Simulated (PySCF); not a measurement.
Mapped SMILES: `[F:1][c:2]1[p:3][cH:4][s:5][c:6]1[C:7]([F:8])([F:9])[F:10]`. Hydrogens are named by the atom that carries them.

Geometry: PBE0-D3(BJ)/def2-SVP; GIAO shifts from PySCF 2.14.0 with density-fitted response routines, gas phase, non-relativistic, averaged over equivalent atoms.

At PBE0/pcSseg-1 (189 basis functions, 22 s wall time on 1 thread of an Intel Xeon Platinum 8488C, shared host):
```csv
atoms,δ (ppm)
F8/F9/F10,-67.3
F1,-100.9
C2,194.8
C4,165.9
C6,133.8
C7,126.0
P3,195.5
S5,284.8
H(C4),8.44
```

References, each an isolated molecule treated in the same way: $^{19}$F (σref 177.25) against CFCl3; $^{13}$C (σref 184.41), $^{1}$H (σref 31.27) vs TMS; H3PO4 for $^{31}$P (σref 310.13); $^{33}$S (σref 495.66) vs CS2.

Q: What do these become at wB97X-D/pcSseg-1?

A: 
```
    atoms  δ at wB97X-D/pcSseg-1  change
F8/F9/F10                  -61.2    +6.1
       F1                  -98.7    +2.2
       C2                  196.4    +1.6
       C4                  173.0    +7.1
       C6                  136.0    +2.2
       C7                  125.8    -0.2
       P3                  201.9    +6.4
       S5                  282.4    -2.4
    H(C4)                   8.64   +0.20
```

Scale: $^{19}$F (187.16 ppm) vs CFCl3; $^{13}$C (184.54 ppm) and $^{1}$H (31.38 ppm) against TMS; $^{31}$P (307.18 ppm) vs H3PO4; $^{33}$S (493.71 ppm) against CS2 (reference shieldings calculated alike).

The largest change is at C4 (ring CH next to a ring phosphorus). Cost: 189 basis functions, 27 s wall time on 1 thread of an Intel Xeon Platinum 8488C, shared host. The order of the carbon signals is the same at both levels.

Unscaled 19F shifts against computed CFCl3 carry errors that often reach 10 to 50 ppm. Experimental scales use liquid or dissolved standards, which lie at an offset from isolated H3PO4.
